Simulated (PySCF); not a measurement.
**State search for TaN**

Unrestricted PBE0; basis Ta def2-TZVPP with ECP60, N def2-TZVPP; scalar-relativistic core potentials; PySCF 2.14. Outer shells of the fragments: Ta 5d3 6s2; N 2s2 2p3.

Followed along the bond (rough minima from three points):

| 2Ms+1 | unpaired | ⟨S²⟩ at the start | R at minimum (Å) | Te (eV) |
| --- | --- | --- | --- | --- |
| 1 | none | 0.00 | 1.67 | 0.00 |
| 3 | σ ↑, δ ↑ | 2.65 | 1.68 | 0.04 |
| 1 | σ ↓, δ ↑ | 1.44 | 1.67 | 0.68 |
| 5 | σ ↑, π ↑, δ ↑↑ | 6.04 | 1.82 | 2.01 |
| 1 | π ↓, δ ↑ | 1.17 | 1.81 | 2.08 |
| 3 | σ ↑, π ↓, δ ↑↑ | 3.21 | 1.84 | 2.15 |

Solutions found at the starting distance of 2.015 Å, counted from the lowest of them; the search is not exhaustive and high or unbound solutions are not listed, so other states can lie among these:

| 2Ms+1 | unpaired | term | E (eV) | ⟨S²⟩ | ⟨Lz²⟩ | μ (D) |
| --- | --- | --- | --- | --- | --- | --- |
| 3 | σ ↑, δ ↑ | mixed | 0.00 | 2.65 | 4.00 | -5.35 |
| 1 | none | ¹Σ⁺ | 0.51 | 0.00 | 0.00 | -4.75 |
| 5 | σ ↑, π ↑, δ ↑↑ | ⁵Π | 0.78 | 6.04 | 1.08 | -5.16 |
| 3 | σ ↑, π ↓, δ ↑↑ | mixed | 0.79 | 3.21 | 1.01 | -4.89 |
| 1 | σ ↓, δ ↑ | mixed | 0.84 | 1.44 | 4.00 | -4.90 |
| 1 | π ↓, δ ↑ | mixed | 0.91 | 1.17 | 5.09 | -3.58 |

A term symbol is given only where ⟨S²⟩ and ⟨Lz²⟩ are close to those of a pure state; real π, δ and φ orbitals otherwise mix terms. A positive dipole means Ta(−)N(+).

Spin–orbit coupling is left out.
